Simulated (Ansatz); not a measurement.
Frontier orbitals of CF3GeNO (`O=C=[N][Ge]([F])([F])[F]`).

```xyz
7

O     0.388    2.071    2.060
C    -0.027    1.255    1.355
N    -0.544    0.411    0.661
Ge   -0.066   -0.656   -0.676
F    -1.399   -1.594   -1.139
F     1.191   -1.709   -0.229
F     0.458    0.223   -2.032
```

The species carries charge 0 and has multiplicity 1. Correlated methods include outer-core shells of Ge, which these sets cover unevenly. Scalar relativity is left out up to krypton. Geometry: relaxed with PBE0-D4/def2-TZVP. It is one conformer, not always the lowest. Basis def2-TZVPP, the Gaussian-basis code of Ansatz.

Orbital energies of one run (eV). Highest occupied ones, from the top: -11.39, -11.64, -14.01, -14.21, -14.22, -14.55, -14.60, -14.64, -15.69, -15.77, -16.29, -16.30, -16.76, -17.41. Empty: -0.34, 1.03, 1.09, 1.89, 2.75, 3.39.

Question: Which functional gave them?
A. ωB97M-V
B. BLYP
C. r2SCANh
D. CAM-B3LYP

Answer: D. HOMO energies: CAM-B3LYP -11.39, BLYP -8.33, ωB97M-V -12.24, r2SCANh -9.39 eV.
